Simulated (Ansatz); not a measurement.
Reaction (cleavage of the Si–Si bond): `O[SiH2][SiH]([SiH3])Cl` + CH₃NH₂ → `CN[SiH]([SiH3])Cl` + `O[SiH3]`

Gas-phase electronic energies from Ansatz, PBE0-D4/def2-TZVP geometries. CCSD(T)/CBS adds triple-zeta CCSD(T) − MP2 to the extrapolated MP2 energy (def2 sets, frozen cores). DFT in def2-TZVPP. One conformer a species, not always the lowest.

Task: Is it downhill or uphill in electronic energy at CCSD(T)/CBS, and by how much? (Best estimate.)

Result: Ansatz gave: Downhill: ΔE = -0.67 eV.

Task: What do these levels give: PBE-D4, PBE0, SCS-MP2/def2-TZVPP, CCSD/def2-TZVPP, MP2/def2-QZVPP, CCSD/CBS(def2)? (Best estimate.)

Result: Computed: PBE-D4 -0.48, PBE0 -0.53, SCS-MP2/def2-TZVPP -0.78, CCSD/def2-TZVPP -0.71, MP2/def2-QZVPP -0.77, CCSD/CBS(def2) -0.69 eV.

Largest T1 diagnostic among the species: 0.012.

From PBE to PBE0 (25 % exact exchange), in def2-TZVPP and without D4, ΔE moves by −0.06 eV.
